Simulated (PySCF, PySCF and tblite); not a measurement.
A run on one conformer of C₄H₁₂O₄Si, numbered as in [CH3:1][O:2][Si:3]([O:4][CH3:5])([O:6][CH3:7])[O:8][CH3:9], from an ensemble study. The sound level was CAM-B3LYP/6-31G* on GFN2-xTB geometries.

Input:

```
{"job": {"xc": "CAM-B3LYP", "basis": "6-31G*", "kind": "nmr", "pop": false}, "charge": 0, "multiplicity": 1}
C      1.407900    -1.302000    -1.829600
O      0.518600    -1.397700    -0.728600
Si     0.008700    -0.003800     0.001600
O      1.285100     0.772200     0.707200
C      1.902600     0.134100     1.833200
O     -1.149000    -0.358800     1.144000
C     -2.258600    -1.139200     0.754700
O     -0.661100     0.999600    -1.146200
C     -1.040700     2.301600    -0.761500
H      2.326200    -0.788100    -1.555500
H      1.654600    -2.314600    -2.153100
H      0.913800    -0.796000    -2.671200
H      2.303600    -0.845300     1.567400
H      2.744000     0.763500     2.146100
H      1.207400     0.051600     2.671800
H     -1.954800    -2.144100     0.453200
H     -2.912700    -1.250900     1.632000
H     -2.839300    -0.659300    -0.034000
H     -1.803600     2.289800     0.035500
H     -0.172900     2.895900    -0.438700
H     -1.488800     2.808400    -1.628800
```

Command: OMP_NUM_THREADS=1 python ens_run.py task.json out

Output:

```
coarse grid: 17752 points
cycle   1  E = -749.8091927486  dE =  1.204e+00  |g| = 1.135e+00  |ddm| = 4.044e+00
cycle   2  E = -749.7178931456  dE =  9.130e-02  |g| = 1.366e+00  |ddm| = 1.772e+00
cycle   3  E = -750.0513194120  dE = -3.334e-01  |g| = 4.183e-02  |ddm| = 9.609e-01
cycle   4  E = -750.0516977488  dE = -3.783e-04  |g| = 1.334e-02  |ddm| = 4.037e-02
cycle   5  E = -750.0517346477  dE = -3.690e-05  |g| = 5.930e-03  |ddm| = 1.600e-02
cycle   6  E = -750.0517422070  dE = -7.559e-06  |g| = 1.308e-03  |ddm| = 4.677e-03
final grid: 166056 points
cycle   7  E = -749.9643123212  dE = -1.833e-05  |g| = 4.910e-03  |ddm| = 1.214e-02
cycle   8  E = -749.9643131558  dE = -8.345e-07  |g| = 4.833e-03  |ddm| = 6.941e-03
cycle   9  E = -749.9643180545  dE = -4.899e-06  |g| = 6.708e-04  |ddm| = 3.258e-03
cycle  10  E = -749.9643181368  dE = -8.230e-08  |g| = 1.299e-04  |ddm| = 5.340e-04
cycle  11  E = -749.9643181400  dE = -3.258e-09  |g| = 4.522e-05  |ddm| = 1.496e-04
cycle  12  E = -749.9643181405  dE = -4.068e-10  |g| = 1.276e-05  |ddm| = 4.899e-05
converged SCF energy = -749.9643181405

GIAO shielding tensors (ppm)
atom      isotropic    diamagn.    paramagn.     s11        s22        s33       span
  0 C      145.436     243.176     -97.740    120.338    123.691    192.281     71.943
  1 O      320.863     394.544     -73.681    273.090    326.631    362.869     89.780
  2 Si     466.885     885.132    -418.247    461.085    465.679    473.889     12.804
  3 O      319.565     394.183     -74.618    273.460    325.603    359.631     86.172
  4 C      144.688     242.678     -97.990    119.126    122.476    192.460     73.334
  5 O      321.078     394.587     -73.510    272.165    326.180    364.888     92.723
  6 C      145.806     242.344     -96.539    120.969    124.000    192.448     71.478
  7 O      320.094     394.550     -74.456    271.050    325.662    363.570     92.520
  8 C      145.050     242.409     -97.359    120.551    123.541    191.060     70.509
  9 H       28.719      29.831      -1.112     24.037     27.044     35.075     11.038
 10 H       28.767      28.918      -0.151     24.515     26.518     35.268     10.753
 11 H       28.442      29.453      -1.011     23.602     26.995     34.730     11.129
 12 H       28.683      29.679      -0.996     24.103     26.991     34.956     10.854
 13 H       28.666      28.657       0.009     24.419     26.418     35.161     10.741
 14 H       28.610      29.473      -0.862     23.893     27.104     34.834     10.941
 15 H       28.643      29.554      -0.911     23.863     27.118     34.947     11.084
 16 H       28.637      28.643      -0.007     24.324     26.384     35.201     10.877
 17 H       28.685      29.677      -0.991     24.056     26.949     35.050     10.993
 18 H       28.459      29.481      -1.021     23.826     26.795     34.758     10.932
 19 H       28.465      29.379      -0.914     23.684     26.959     34.751     11.067
 20 H       28.618      28.637      -0.019     24.402     26.330     35.121     10.719
```

**Question.** What is wrong with this calculation, and what did it do to the result?

**Answer.** The setting at fault: geometries not relaxed beyond the force field. The run converged. Shieldings averaged over the conformers (ppm), as run and sound:
```json
{"atoms": "C1/C5/C7/C9", "as run": "145.2", "sound": "145.6"}
{"atoms": "O2/O4/O6/O8", "as run": "320.6", "sound": "323.0"}
{"atoms": "Si3", "as run": "466.9", "sound": "484.0"}
{"atoms": "H1/H5/H7/H9", "as run": "28.6", "sound": "28.7"}
```
